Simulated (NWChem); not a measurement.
# CH4GeO3; SMILES O=C[O][GeH2][OH]

```xyz
9

O      1.0363    -1.7379    -0.2569
C     -0.0792    -1.8672     0.2287
O     -0.9435    -0.8800     0.4325
Ge    -0.2956     0.7842    -0.1684
O      1.3254     1.0549     0.5116
H     -0.4951    -2.8535     0.5611
H     -1.2514     1.7887     0.4959
H     -0.3483     0.7023    -1.7121
H      1.8559     0.2700     0.2547
```
Atoms are numbered in this order, from 1.

Level: PBE-D3(BJ)/def2-SVP (NWChem), optimised geometry, unscaled harmonic frequencies. 

Q: List the harmonic frequencies with IR intensities, and the thermochemistry.

A: 
| frequency (cm⁻¹) | IR intensity (km/mol) |
|---|---|
| 87 | 8.0 |
| 169 | 1.4 |
| 187 | 14.0 |
| 280 | 20.7 |
| 486 | 43.9 |
| 516 | 134.2 |
| 549 | 41.0 |
| 622 | 8.8 |
| 709 | 62.8 |
| 754 | 39.4 |
| 788 | 72.0 |
| 829 | 49.0 |
| 983 | 151.6 |
| 1002 | 1.5 |
| 1220 | 245.7 |
| 1331 | 12.4 |
| 1726 | 248.7 |
| 2103 | 82.0 |
| 2162 | 78.9 |
| 2946 | 74.3 |
| 3641 | 85.0 |

- zero-point energy: 33.0 kcal/mol
- thermal correction to the enthalpy at 298.15 K (with zero-point energy): 37.6 kcal/mol
- heat capacity Cv: 21.9 cal/(mol K)
- entropy at 298.15 K and 1 atm (symmetry number 1): 80.8 cal/(mol K)
- dipole moment: 1.50 D

Rigid rotor and harmonic oscillator; modes under 100 cm⁻¹ make the entropy uncertain.
